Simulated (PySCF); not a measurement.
C3H7S, SMILES C[C](C)S, multiplicity 2. Geometry optimised at PBE-D3(BJ)/def2-SVP. The isomer is the one that the SMILES or the coordinates give; other isomers of the formula were not compared. One conformer was computed; it need not be the lowest.

Computed equilibrium geometry at PBE-D3(BJ)/def2-SVP (PySCF confirms it by a frequency run) as a Z-matrix (one conformer of several):
```
C
C 1 1.4937
H 2 1.1106 1 110.48
H 2 1.1112 3 107.74 1 -122.97
H 2 1.1195 3 106.77 4 -114.12
C 1 1.4953 2 120.69 3 39.95
H 6 1.1095 1 111.98 2 -167.38
H 6 1.1112 7 107.92 1 -121.71
H 6 1.1195 7 106.95 8 -114.12
S 1 1.7608 2 120.09 3 -164.07
H 10 1.3646 1 97.21 2 28.57
```
Charge 0, spin multiplicity 2.
